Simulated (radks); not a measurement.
Spherical jellium clusters: N electrons in a uniform positive sphere of charge N and radius rs N^(1/3), rs = 5.39 bohr. Calculated with a radial shooting solver with Libxc functionals: non-relativistic Kohn-Sham, LDA (Slater exchange, Perdew-Wang correlation), spin-polarised, spherical densities. Levels are named by radial order and angular momentum (1s, 1p, 1d, 2s, ...), and open shells are averaged over m. Each electron was tried in the lowest free levels, single moves between levels near the top were tried too, and the lowest total energy was kept; such a search can miss a lower state. Energies include the self-energy of the background; IP and EA are vertical (highest electron removed, lowest free level filled), at fixed background; spill-out counts the electrons outside the background radius R, and alpha is the static dipole polarisability from linear response (closed shells only). A dash means not computed or, for alpha, an open shell; in EA it means that no bound solution was reached, which is typical of self-interaction and does not show that the anion is unstable. Real open-shell clusters deform, which this model forbids.

\begin{tabular}{lrrrrrrrrr}
N & open shells & 2S & E/N (eV) & E(N+1) + E(N-1) - 2E(N) (eV) & IP (eV) & EA (eV) & -e(HOMO) (eV) & spill-out (e) & alpha/R^3 \\ \hline
1 & 1s(up 1, down 0) & 1 & -1.357 & - & - & - & 2.476 & 0.29 & - \\
2 & none & 0 & -1.638 & 0.663 & 4.175 & - & 2.522 & 0.43 & 1.423 \\
3 & 1p(up 1, down 0) & 1 & -1.511 & -0.450 & 3.230 & - & 1.883 & 0.66 & - \\
4 & 1p(up 2, down 0) & 2 & -1.560 & -0.287 & 3.564 & - & 2.227 & 0.79 & - \\
5 & 1p(up 3, down 0) & 3 & -1.647 & 0.242 & 3.736 & - & 2.440 & 0.89 & - \\
6 & 1p(up 3, down 1) & 2 & -1.664 & -0.238 & 3.399 & 1.122 & 2.230 & 1.00 & - \\
7 & 1p(up 3, down 2) & 1 & -1.711 & -0.167 & 3.575 & 1.327 & 2.422 & 1.10 & - \\
8 & none & 0 & -1.766 & 0.698 & 3.685 & - & 2.557 & 1.18 & 1.297 \\
9 & 1d(up 1, down 0) & 1 & -1.732 & -0.174 & 2.937 & - & 1.900 & 1.31 & - \\
10 & 1d(up 2, down 0) & 2 & -1.722 & -0.144 & 3.084 & 1.083 & 2.063 & 1.42 & - \\
11 & 1d(up 3, down 0) & 3 & -1.727 & -0.120 & 3.197 & 1.225 & 2.192 & 1.51 & - \\
12 & 1d(up 4, down 0) & 4 & -1.741 & -0.101 & 3.287 & 1.345 & 2.298 & 1.59 & - \\
13 & 1d(up 5, down 0) & 5 & -1.761 & 0.247 & 3.358 & 1.125 & 2.387 & 1.66 & - \\
14 & 1d(up 5, down 1) & 4 & -1.760 & -0.112 & 3.083 & 1.258 & 2.157 & 1.74 & - \\
15 & 1d(up 5, down 2) & 3 & -1.767 & -0.095 & 3.176 & 1.371 & 2.261 & 1.82 & - \\
16 & 1d(up 5, down 3) & 2 & -1.778 & -0.082 & 3.252 & 1.467 & 2.347 & 1.90 & - \\
17 & 1d(up 5, down 4) & 1 & -1.794 & -0.071 & 3.314 & 1.551 & 2.421 & 1.97 & - \\
18 & none & 0 & -1.811 & 0.150 & 3.367 & 1.429 & 2.485 & 2.03 & 1.228 \\
19 & 2s(up 1, down 0) & 1 & -1.819 & 0.181 & 3.199 & 1.288 & 2.331 & 2.16 & - \\
20 & none & 0 & -1.817 & 0.125 & 3.013 & 1.174 & 2.175 & 2.33 & 1.248 \\
21 & 1f(up 1, down 0) & 1 & -1.809 & -0.076 & 2.892 & 1.259 & 2.067 & 2.40 & - \\
22 & 1f(up 2, down 0) & 2 & -1.806 & -0.069 & 2.954 & 1.336 & 2.136 & 2.46 & - \\
23 & 1f(up 3, down 0) & 3 & -1.805 & -0.062 & 3.008 & 1.405 & 2.198 & 2.52 & - \\
24 & 1f(up 4, down 0) & 4 & -1.807 & -0.057 & 3.056 & 1.468 & 2.254 & 2.57 & - \\
25 & 1f(up 5, down 0) & 5 & -1.812 & -0.052 & 3.099 & 1.525 & 2.305 & 2.62 & - \\
26 & 1f(up 6, down 0) & 6 & -1.818 & -0.047 & 3.138 & 1.578 & 2.351 & 2.67 & - \\
27 & 1f(up 7, down 0) & 7 & -1.825 & 0.211 & 3.172 & 1.377 & 2.393 & 2.72 & - \\
28 & 1f(up 7, down 1) & 6 & -1.824 & -0.056 & 2.950 & 1.441 & 2.189 & 2.78 & - \\
29 & 1f(up 7, down 2) & 5 & -1.826 & -0.051 & 2.997 & 1.500 & 2.242 & 2.84 & - \\
30 & 1f(up 7, down 3) & 4 & -1.829 & -0.047 & 3.039 & 1.553 & 2.290 & 2.90 & - \\
31 & 1f(up 7, down 4) & 3 & -1.833 & -0.043 & 3.078 & 1.603 & 2.335 & 2.95 & - \\
32 & 1f(up 7, down 5) & 2 & -1.838 & -0.040 & 3.112 & 1.649 & 2.375 & 3.00 & - \\
33 & 1f(up 7, down 6) & 1 & -1.844 & - & 3.144 & 1.692 & 2.413 & 3.06 & - \\
\end{tabular}

All shells are closed at N = 2, 8, 18, 20 (there: 1s2 1p6 1d10 2s2); the second difference of the energy has clear peaks (12 % above both neighbours; the first and last values, which can be the largest, are not judged, and half-filled shells can peak too) at N = 5, 8, 13, 19, 27.
